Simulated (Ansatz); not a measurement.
Consider the ligand exchange at the Al–Cl bond: `C#[C][Al]([Cl])[Cl]` + H–F → `C#[C][Al]([F])[Cl]` + HCl.

Computed with Ansatz on PBE0-D4/def2-TZVP structures; ΔE is electronic, products minus reactants. CCSD(T)/CBS is the MP2 limit (def2-TZVPP, def2-QZVPP) plus CCSD(T) − MP2 in def2-TZVPP, frozen cores. This one scheme is used for every species. DFT in def2-TZVPP. B3LYP here is the variant with VWN-RPA as its local correlation; programs differ in this.

```json
{"level": "r2SCAN-D4", "ΔE (kJ/mol)": "-22.5"}
{"level": "B3LYP", "ΔE (kJ/mol)": "-29.5"}
```

Task: What does CCSD(T)/CBS give? (Best estimate.)

Result: Computed: -20.0 kJ/mol. The listed levels differ from it by -2.5, -9.5 kJ/mol.

Largest T1 diagnostic among the species: 0.012.

From r2SCAN to r2SCAN0 (25 % exact exchange), in def2-TZVPP and without D4, ΔE moves by +3.2 kJ/mol. At CCSD(T), def2-SVP lies −7.3 kJ/mol from the extrapolated value and def2-TZVPP −3.3 kJ/mol. The D4 term adds +4.8 kJ/mol with B3LYP and +2.6 kJ/mol with PBE0; it sums over pairs of atoms, weighted by their polarisabilities, and B3LYP, whose exchange is more repulsive, gets the larger term.
